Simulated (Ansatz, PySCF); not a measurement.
Molecule: CaF, net charge 0, doublet state. SMILES: [Ca][F]
Geometry: optimised at B3LYP-D3(BJ)/def2-TZVP (Ansatz, a first-principles code).

Unscaled harmonic wavenumbers (cm⁻¹) in rising order, each level at the stationary point that it reaches from this structure (no distance between atoms moves by over 0.3 Å); the order of modes can differ between levels, and a negative number is imaginary. B3LYP-D3(BJ)/def2-TZVP (PySCF, at the structure above): 586.

HF/6-31G* with LANL2DZ past Ar (Ansatz): 596. Zero-point energy 0.9 against 0.8 kcal/mol; where all levels lie over 400 cm⁻¹, the wavenumbers are on average 1.017 times those of B3LYP-D3(BJ)/def2-TZVP.

B3LYP/6-31G* with LANL2DZ past Ar (Ansatz): 541. Zero-point energy 0.8 against 0.8 kcal/mol; where all levels lie over 400 cm⁻¹, the wavenumbers are on average 0.923 times those of B3LYP-D3(BJ)/def2-TZVP.
